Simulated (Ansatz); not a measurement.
Cost and result for the atomization energy of C5HF7, SMILES `FC1=CC(F)(F)C(F)(F)C1(F)F` (13 atoms, 13 bonds).

```xyz
13

F    -0.650   -0.062   -2.567
C    -0.318   -0.149   -1.302
C    -0.210   -1.254   -0.581
C     0.225   -0.929    0.805
F    -0.511   -1.561    1.737
F     1.513   -1.276    1.017
C     0.065    0.619    0.919
F    -1.096    0.904    1.521
F     1.056    1.187    1.603
C     0.009    1.111   -0.558
F     1.199    1.611   -0.939
F    -0.911    2.068   -0.737
H    -0.371   -2.268   -0.918
```

The species carries charge 0 and has multiplicity 1. The geometry is a stationary point of PBE0-D4/def2-TZVP. Program: Ansatz. All runs use 4 threads of an AMD EPYC 7R13 on a shared host and a share of an NVIDIA H100 80 GB. Times are those of one run each, without the atoms' runs, and a repeat can differ threefold. Electronic energies, without spin–orbit coupling; frozen cores. CCSD(T)/CBS adds CCSD(T) − MP2 in def2-TZVPP to the MP2 limit, and its time is that of the two runs behind it. T1 = 0.013. HSE06 is the plane-wave form, built on full-range PBE exchange.

CCSD(T)/CBS is a level of theory with its own doubt, some kJ/mol a heavy atom from the limit and from the frozen cores, so smaller differences don't rank the functionals.

```json
{"level": "r2SCANh-D4/def2-TZVPP", "functions": "386", "wall time": "3.3 s", "atomization (kcal/mol)": "1389.7", "difference from CCSD(T)/CBS": "0.7", "per bond": "0.1"}
{"level": "HSE06-D4/def2-TZVPP", "functions": "386", "wall time": "3.6 s", "atomization (kcal/mol)": "1417.2", "difference from CCSD(T)/CBS": "28.2", "per bond": "2.2"}
{"level": "CCSD(T)/def2-SVP", "functions": "173", "wall time": "5.5 s", "atomization (kcal/mol)": "1327.4", "difference from CCSD(T)/CBS": "-61.6", "per bond": "-4.7"}
{"level": "B97M-V/def2-TZVPP", "functions": "386", "wall time": "6.5 s", "atomization (kcal/mol)": "1396.6", "difference from CCSD(T)/CBS": "7.6", "per bond": "0.6"}
{"level": "PBE-QIDH/def2-TZVPP", "functions": "386", "wall time": "7 s", "atomization (kcal/mol)": "1392.5", "difference from CCSD(T)/CBS": "3.5", "per bond": "0.3"}
{"level": "BLYP-D4/def2-TZVPP", "functions": "386", "wall time": "7.5 s", "atomization (kcal/mol)": "1403.0", "difference from CCSD(T)/CBS": "14.0", "per bond": "1.1"}
{"level": "MP2/def2-QZVPP", "functions": "714", "wall time": "8 s", "atomization (kcal/mol)": "1445.2", "difference from CCSD(T)/CBS": "56.2", "per bond": "4.3"}
{"level": "B2PLYP/def2-TZVPP", "functions": "386", "wall time": "8 s", "atomization (kcal/mol)": "1374.2", "difference from CCSD(T)/CBS": "-14.8", "per bond": "-1.1"}
{"level": "ωB97X-V/def2-TZVPP", "functions": "386", "wall time": "10 s", "atomization (kcal/mol)": "1402.1", "difference from CCSD(T)/CBS": "13.1", "per bond": "1.0"}
{"level": "r2SCAN-D4/def2-TZVPP (with forces)", "functions": "386", "wall time": "11 s", "atomization (kcal/mol)": "1410.0", "difference from CCSD(T)/CBS": "21.0", "per bond": "1.6"}
{"level": "CAM-B3LYP-D4/def2-TZVPP", "functions": "386", "wall time": "15 s", "atomization (kcal/mol)": "1403.5", "difference from CCSD(T)/CBS": "14.5", "per bond": "1.1"}
{"level": "CCSD(T)/def2-TZVPP", "functions": "386", "wall time": "27 s", "atomization (kcal/mol)": "1348.7", "difference from CCSD(T)/CBS": "-40.3", "per bond": "-3.1"}
{"level": "CCSD(T)/CBS(def2)", "functions": "–", "wall time": "35 s", "atomization (kcal/mol)": "1389.0", "difference from CCSD(T)/CBS": "0.0", "per bond": "0.0"}
```

From PBE to PBE0 (25 % exact exchange), in def2-TZVPP and without D4, the atomization energy moves by −60.0 kcal/mol: exact exchange takes away binding that semilocal exchange gives to molecules. Leaving LDA and LC-ωPBE aside and taking each functional with its dispersion term where it has one, the values, not all of them listed here, spread over 173.4 kcal/mol, from BHLYP-D4 to PBE-D4. LDA lies +251.9 kcal/mol from PBE without D4, its usual overbinding. At CCSD(T), def2-SVP lies −61.7 kcal/mol from the extrapolated value and def2-TZVPP −40.3 kcal/mol: correlation converges slowly with the basis, and small sets miss more of it in the bonded molecule than in its fragments.
